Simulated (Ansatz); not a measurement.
```yaml
crystal:
  periodic: [false, false, false]
  atoms:
    - {symbol: Ge, position_ang: [0.478914, -1.115955, 0.961193]}
    - {symbol: Ge, position_ang: [-0.872677, -0.340586, -1.245356]}
    - {symbol: Ge, position_ang: [-2.281776, -0.196229, 0.616973]}
    - {symbol: Ge, position_ang: [1.536420, -0.846842, -1.534401]}
    - {symbol: Ge, position_ang: [-0.540284, 1.465310, 1.201906]}
    - {symbol: Se, position_ang: [1.679393, 1.034302, -0.000316]}
basis:
  gaussian: {orbitals: def2-TZVP, initial_orbitals: start.molden}
hamiltonian: {xc: {name: wB97X-V}}
scf: {omitted_lower_state_checks: [starts]}
output: {orbitals: {seedname: orbitals}}
```

The file start.molden holds the orbitals of an earlier run on this structure, at another level or in another basis.

```sh
$ ansatz run in.yaml --threads 4 --pin off --events-out ev --progress --plain --max-ram 4787MiB
```

**Question.** Does this run fit into the memory that it is given?

**Answer.** No. It has 288 basis functions, and Ansatz plans for 4.77 GiB where 4.67 GiB are given.
